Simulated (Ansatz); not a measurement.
Cost and result for the atomization energy of H7N2PSi2 (12 atoms, 12 bonds).

Cartesian coordinates in Å:
```
N 0.218 -1.264 0.899
P 1.473 -0.682 -0.260
Si 0.177 1.070 -0.997
N -1.270 0.843 -0.119
Si -1.057 0.240 1.541
H -0.363 -1.993 0.500
H 0.673 -1.659 1.717
H 1.141 -1.557 -1.332
H 0.016 0.988 -2.479
H -2.142 0.662 -0.590
H 0.891 2.325 -0.659
H 0.244 1.028 1.778
```

The species carries charge 0 and has multiplicity 1. The bonds changed during the relaxation, so this is another structure than the one it started from. The geometry is a stationary point of PBE0-D4/def2-TZVP. It is one conformer, not always the lowest. Program: Ansatz. All runs use 4 threads of an Arm Neoverse V2 on a shared host. Times are those of one run each, without the atoms' runs, and a repeat can differ threefold. Electronic energies, without spin–orbit coupling; frozen cores. CCSD(T)/CBS adds CCSD(T) − MP2 in def2-TZVPP to the MP2 limit, and its time is that of the two runs behind it. T1 = 0.015. B3LYP takes the VWN-RPA correlation (the form of Gaussian; ORCA's B3LYP/G). HSE06 is the plane-wave form, built on full-range PBE exchange.

CCSD(T)/CBS is a level of theory with its own doubt, some kJ/mol a heavy atom from the limit and from the frozen cores, so smaller differences don't rank the functionals.

```json
{"level": "LDA (SPW92)/def2-TZVPP", "functions": "286", "wall time": "1.7 s"}
{"level": "PBE-D4/def2-TZVPP (with forces)", "functions": "286", "wall time": "3.1 s"}
{"level": "PBE0-D4/def2-TZVPP", "functions": "286", "wall time": "4.1 s"}
{"level": "HSE06-D4/def2-TZVPP", "functions": "286", "wall time": "4.5 s"}
{"level": "r2SCAN-D4/def2-TZVPP (with forces)", "functions": "286", "wall time": "5.5 s"}
{"level": "CCSD(T)/def2-SVP", "functions": "117", "wall time": "5.5 s"}
{"level": "B3LYP-D4/def2-TZVPP (with forces)", "functions": "286", "wall time": "6.5 s"}
{"level": "r2SCANh-D4/def2-TZVPP", "functions": "286", "wall time": "7 s"}
{"level": "B97M-V/def2-TZVPP", "functions": "286", "wall time": "11 s"}
{"level": "ωB97M-V/def2-TZVPP (with forces)", "functions": "286", "wall time": "14 s"}
{"level": "MP2/def2-QZVPP", "functions": "534", "wall time": "27 s"}
{"level": "CCSD(T)/def2-TZVPP", "functions": "286", "wall time": "3.2 min"}
{"level": "CCSD(T)/CBS(def2)", "functions": "–", "wall time": "3.7 min"}
```

(1) What atomization energy does each give, and how far from CCSD(T)/CBS? (Estimate.)

Results:

(1) The calculation gave: 
| level | atomization (kcal/mol) | difference from CCSD(T)/CBS | per bond |
| --- | --- | --- | --- |
| LDA (SPW92)/def2-TZVPP | 1044.1 | 135.4 | 11.3 |
| PBE-D4/def2-TZVPP (with forces) | 922.0 | 13.3 | 1.1 |
| PBE0-D4/def2-TZVPP | 904.5 | -4.2 | -0.4 |
| HSE06-D4/def2-TZVPP | 905.1 | -3.6 | -0.3 |
| r2SCAN-D4/def2-TZVPP (with forces) | 903.0 | -5.7 | -0.5 |
| CCSD(T)/def2-SVP | 820.6 | -88.1 | -7.3 |
| B3LYP-D4/def2-TZVPP (with forces) | 914.9 | 6.2 | 0.5 |
| r2SCANh-D4/def2-TZVPP | 897.1 | -11.6 | -1.0 |
| B97M-V/def2-TZVPP | 915.1 | 6.4 | 0.5 |
| ωB97M-V/def2-TZVPP (with forces) | 918.7 | 10.0 | 0.8 |
| MP2/def2-QZVPP | 897.9 | -10.8 | -0.9 |
| CCSD(T)/def2-TZVPP | 874.9 | -33.8 | -2.8 |
| CCSD(T)/CBS(def2) | 908.7 | 0.0 | 0.0 |

From PBE to PBE0 (25 % exact exchange), in def2-TZVPP and without D4, the atomization energy moves by −16.1 kcal/mol: exact exchange takes away binding that semilocal exchange gives to molecules. In def2-TZVPP, CCSD(T) changes the Hartree–Fock value by +268.9 kcal/mol (the triples alone add +15.9 kcal/mol) and MP2 by +271.6 kcal/mol; breaking electron pairs costs correlation energy, which Hartree–Fock lacks. At CCSD(T), def2-SVP lies −88.2 kcal/mol from the extrapolated value and def2-TZVPP −33.8 kcal/mol: correlation converges slowly with the basis, and small sets miss more of it in the bonded molecule than in its fragments.
